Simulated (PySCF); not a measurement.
## Exercise with solution: chemical shift, span and skew from a shielding tensor

C₃H₈BNO, SMILES C[C@H]1COB1N. Atoms are numbered in the order given.

```xyz
14

C     -1.5450    -1.1851     0.6552
C     -0.6791    -0.4834    -0.3884
C     -0.8617     1.0473    -0.5554
O      0.5235     1.3716    -0.2393
B      0.7920     0.0244    -0.0297
N      2.0133    -0.5256     0.3812
H     -1.2073    -2.2220     0.8157
H     -1.4956    -0.6697     1.6287
H     -2.6057    -1.2268     0.3529
H     -0.7451    -1.0053    -1.3580
H     -1.1198     1.3982    -1.5683
H     -1.5425     1.5138     0.1771
H      2.8342     0.0419     0.5636
H      2.1556    -1.5186     0.5145
```
Charge 0, spin multiplicity 1.

The structure is a stationary point at TPSSh-D3(BJ)/def2-SVP. The structure was generated by enumeration; whether it is a known compound was not checked. The values are those of a single conformer.

GIAO shieldings from PBE/pcSseg-1 (PySCF), non-relativistic, no solvent. The symmetric part of the tensor of C2 has the principal values 143.8, 156.7, 169.7 ppm. The same nucleus in TMS has σ = 182.0 ppm at this level (PySCF, at its B3LYP-D3(BJ)/def2-TZVP geometry).

Work out the isotropic shielding, the ¹³C shift against TMS, the span and the skew.


σ(iso) = (σ11 + σ22 + σ33)/3 = 156.7 ppm. δ = σ(ref) − σ(iso) = 182.0 − (156.7) = 25.3 ppm.
Span Ω = σ33 − σ11 = 25.9 ppm. Skew κ = 3(σ(iso) − σ22)/Ω = 0.00. Tumbling in solution averages the tensor to δ; in a static solid the shielding alone would spread this spin-1/2 line over Ω.
